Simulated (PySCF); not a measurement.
**AuSI: fields on a plane**

Method: UB3LYP in PySCF with Au def2-SVP with ECP60, S def2-SVP, I def2-SVP with ECP28; scalar-relativistic core potentials, no spin–orbit coupling; density-fitted integrals.

The triplet minimum has Au–I 2.578 Å, Au–S 2.227 Å; I–Au–S 180.0°.

The plane holds Au1 at (0.00, 0.00), S2 at (2.23, 0.00), I3 at (-2.58, 0.00) Å. Columns run from x = -4.65 to 4.65 Å, rows from y = 2.25 (top) to -1.95 Å, in steps of 0.3 Å. Other isomers or separated fragments may lie lower. Core electrons replaced by a potential are absent, the electrostatic potential uses the reduced nuclear charge, and values within about 0.7 Å of such atoms have no physical meaning.

**Question.** Give the electron density (e/Å³) (cut at 5 e/Å³). Lower edges of the bins (e/Å³): '0' 0.000, '1' 0.030, '2' 0.076, '3' 0.151, '4' 0.268, '5' 0.455, '6' 0.750, '7' 1.218, '8' 1.960, '9' 3.136; top 5.00.

**Answer.** 
```
00000000000000000000000000000000
00000011100000000000000000000000
00001122211111111111111110000000
00012333332112233221122221100000
00123455543223455433334443210000
00134677754445788754456665321000
01245899975457999975567876431000
01246999996558966986679997531000
01246999996558966986679997531000
01245899975457999975567876431000
00134677754445788754456665321000
00123455543223455433334443210000
00012333332112233221122221100000
00001122211111111111111110000000
00000011100000000000000000000000
```

**Question.** Give the electron localisation function (set to 0 where the density is under 0.005 e/Å³). Every second row and column.

**Answer.** 
```
0.00 0.00 0.22 0.35 0.32 0.12 0.03 0.05 0.08 0.04 0.00 0.00 0.00 0.00 0.00 0.00
0.00 0.30 0.61 0.74 0.68 0.36 0.12 0.20 0.24 0.17 0.18 0.39 0.47 0.38 0.00 0.00
0.15 0.55 0.81 0.72 0.69 0.66 0.20 0.34 0.41 0.28 0.46 0.79 0.86 0.76 0.46 0.00
0.23 0.68 0.54 0.62 0.55 0.56 0.23 0.70 0.78 0.37 0.75 0.11 0.17 0.92 0.66 0.20
0.24 0.69 0.37 0.76 0.81 0.41 0.24 0.80 0.02 0.47 0.79 0.71 0.45 0.92 0.70 0.24
0.20 0.63 0.75 0.27 0.27 0.68 0.23 0.47 0.60 0.30 0.63 0.79 0.87 0.88 0.58 0.00
0.00 0.43 0.76 0.82 0.78 0.53 0.16 0.27 0.33 0.24 0.31 0.61 0.69 0.57 0.29 0.00
0.00 0.16 0.42 0.56 0.50 0.22 0.07 0.12 0.16 0.10 0.07 0.20 0.26 0.15 0.00 0.00
```

Other spin states or occupations of the open shell can lie lower. With an element this heavy the missing spin–orbit coupling can shift these numbers.
